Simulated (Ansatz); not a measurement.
System: Au₂, charge 0, singlet. Au2 (SMILES [Au][Au]).
B3LYP-D3(BJ)/def2-TZVP minimum from Ansatz (a quantum-chemistry and plane-wave program):
```
Au
Au 1 2.5537
```
Charge 0, spin multiplicity 1.

Property: atomisation energy (electronic, to ground-state atoms), in kcal/mol. Open shells are spin-unrestricted; no spin-orbit coupling. Correlated methods leave the cores frozen (noble-gas shells, and filled d and f shells in the p block). Past Kr the def2 sets carry scalar-relativistic core potentials. CBS(X,Y): correlation extrapolated as X^-3, Hartree-Fock from the larger set. A bracket is a step between two methods taken in the basis named.

CCSD(T)/CBS(def2-TZVPP,def2-QZVPP) + [CCSDT(Q) - CCSD(T)]/def2-TZVPP (Ansatz) gives 50.2 kcal/mol.

Problem. What does PBE/def2-TZVPD (Ansatz) give here, and how do the other levels compare?

Solution. PBE gives 52.0 kcal/mol, 1.8 kcal/mol above it. Differences of the others: r2SCAN/def2-TZVPD (Ansatz) 2.3; B3LYP/def2-TZVPD (Ansatz) -5.5; PBE0/def2-TZVPD (Ansatz) -4.0; B2PLYP/def2-TZVPD (Ansatz) -3.4; CCSD(T)/CBS(def2-TZVPP,def2-QZVPP) (Ansatz) 0.1 kcal/mol.
